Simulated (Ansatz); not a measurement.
One change: `[BH2][AlH][SiH3]` becomes `[SiH3][AlH][GeH3]`.

Ansatz, PBE0-D4/def2-TZVP geometries, multiplicity 1. 

Scalar relativity is left out up to krypton.

```
                                        property  `[BH2][AlH][SiH3]`
  size of the dipole moment (PBE/def2-TZVPP) / D                0.46
             LUMO energy (B3LYP/def2-TZVPP) / eV               -2.59
size of the dipole moment (B3LYP/def2-TZVPP) / D                0.63
             HOMO energy (B3LYP/def2-TZVPP) / eV               -7.00
           HOMO–LUMO gap (B3LYP/def2-TZVPP) / eV                4.41
               LUMO energy (PBE/def2-TZVPP) / eV               -3.39
```

Q: What does the change do to each property? (An estimate is asked.)

A: Computed: 
| property | `[SiH3][AlH][GeH3]` | shift |
| --- | --- | --- |
| size of the dipole moment (PBE/def2-TZVPP) / D | 0.40 | -0.06 |
| LUMO energy (B3LYP/def2-TZVPP) / eV | -2.54 | 0.05 |
| size of the dipole moment (B3LYP/def2-TZVPP) / D | 0.51 | -0.12 |
| HOMO energy (B3LYP/def2-TZVPP) / eV | -7.10 | -0.10 |
| HOMO–LUMO gap (B3LYP/def2-TZVPP) / eV | 4.55 | 0.14 |
| LUMO energy (PBE/def2-TZVPP) / eV | -3.11 | 0.28 |

Dipoles are sizes alone; their direction can turn.

B3LYP here is the variant with VWN-RPA as its local correlation; programs differ in this.
